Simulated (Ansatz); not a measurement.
Molecule: sum formula ZrOF2 (charge 0, singlet). SMILES: [O]=[Zr]([F])[F]
Geometry from a B3LYP-D3(BJ)/def2-TZVP (Ansatz, a quantum-chemistry and plane-wave program) optimisation:
```xyz
4

Zr     0.0325    -0.0703    -0.1557
O     -1.3676    -1.0731     0.1502
F     -0.4532     1.7911    -0.4499
F      1.5243    -0.5248     1.0084
```
Charge 0, spin multiplicity 1.

Parts of the frozen-core correlation energy in def2-SVPD (Ansatz, hartree). Frozen orbitals: 7; correlated occupied orbitals by spin: 12 and 12; virtual: 84 and 84. No spin-orbit coupling. Past Kr the def2 sets carry scalar-relativistic core potentials.

```json
[
 {"term": "reference (HF)", "value": "-320.24332"},
 {"term": "MP2 opposite-spin", "value": "(withheld)"},
 {"term": "MP2 same-spin", "value": "-0.20760"},
 {"term": "CCSD correlation", "value": "(withheld)"},
 {"term": "(T)", "value": "(withheld)"},
 {"term": "T1 diagnostic", "value": "0.024"},
 {"term": "largest doubles amplitude", "value": "0.033"}
]
```

Task: Some entries are withheld; supply them.

Result: 
- MP2 opposite-spin, value: -0.51361
- CCSD correlation, value: -0.69901
- (T), value: -0.02577
